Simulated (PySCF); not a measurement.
Cl3Zr, charge +1, multiplicity 1. Atoms are numbered in the order given.

```xyz
4

Zr     0.0000     0.0000     0.4284
Cl     1.8547     1.0708    -0.3360
Cl     0.0000    -2.1416    -0.3360
Cl    -1.8547     1.0708    -0.3360
```
Charge +1, spin multiplicity 1.

Geometry optimised at B3LYP-D3(BJ)/def2-SVP. The spin state was assumed, not searched. The isomer is the one that the SMILES or the coordinates give; other isomers of the formula were not compared. The def2 effective core potentials stand for the cores of Zr; spin–orbit coupling is left out.

All values below come from PBE/def2-TZVPD (PySCF).

Symmetry labels are those of the subgroup Cs that the program uses (full group C3v).

Computed valence orbital energies around the gap with their symmetry:
```tsv
orbital	symmetry	energy (eV)
HOMO−7	A'	-14.80
HOMO−6	A"	-14.80
HOMO−5	A"	-14.25
HOMO−4	A'	-14.25
HOMO−3	A'	-13.97
HOMO−2	A'	-13.55
HOMO−1	A"	-13.55
HOMO	A"	-13.23
LUMO	A'	-9.82
LUMO+1	A"	-9.16
LUMO+2	A'	-9.16
LUMO+3	A"	-7.88
```
